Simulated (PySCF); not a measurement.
**Two-component Hartree-Fock for In³⁰⁺ (indium, charge +30)**

Start: [Ar] 3d1; 3d3/2 filled at m_j = +3/2. Calculated with PySCF 2.14 in an uncontracted even-tempered set (16 s from 4.9 bohr⁻², ratio 2.8; 12 p from 6.4 bohr⁻², ratio 2.8; 8 d from 6.4 bohr⁻², ratio 2.8; 3 f from 19 bohr⁻², ratio 3): generalised Hartree-Fock with the X2C-1e Hamiltonian and a Gaussian nucleus; one run each with spin-orbit coupling (SO) switched off, then screened by Boettger's factors.

```
spinor shell  electrons  ε, spin-free (eV)  ε, screened SO (eV)  weight of nominal j (screened SO)  rms radius, screened SO (bohr)
       1s1/2          2           -29547.0             -29544.5                              1.000                          0.0340
       2s1/2          2            -5725.4              -5724.5                              1.000                           0.138
       2p1/2          2            -5285.9              -5436.1                              1.000                           0.119
       2p3/2          4            -5285.9              -5216.5                              1.000                           0.124
       3s1/2          2            -2053.8              -2053.5                              1.000                           0.343
       3p1/2          2            -1902.8              -1939.8                              0.999                           0.332
       3p3/2          4            -1902.8              -1885.6                              0.999                           0.342
       3d3/2          1            -1733.9              -1740.1                              1.000                           0.299
```

```csv
quantity,spin-free,screened SO
E (hartree),-5243.97304,-5245.49148
M_J,3/2,3/2
⟨J²⟩,3.995,3.750
⟨L²⟩,6.001,6.011
⟨S²⟩,0.750,0.760
```

Each row is a mean over spinors that exchange with the open shell spreads, by up to 15.306 eV (3p1/2).

Breit and QED terms are absent; they matter most for the inner s and p1/2 levels.

Densities and radii are taken from the X2C orbitals without a picture-change correction, which distorts them close to the nucleus.

Without spin-orbit coupling the j labels of p, d and f shells carry no meaning; the spin-free column gives the mean over the occupied spinors of each nl shell, and its ⟨J²⟩ belongs to a mixture of degenerate components.
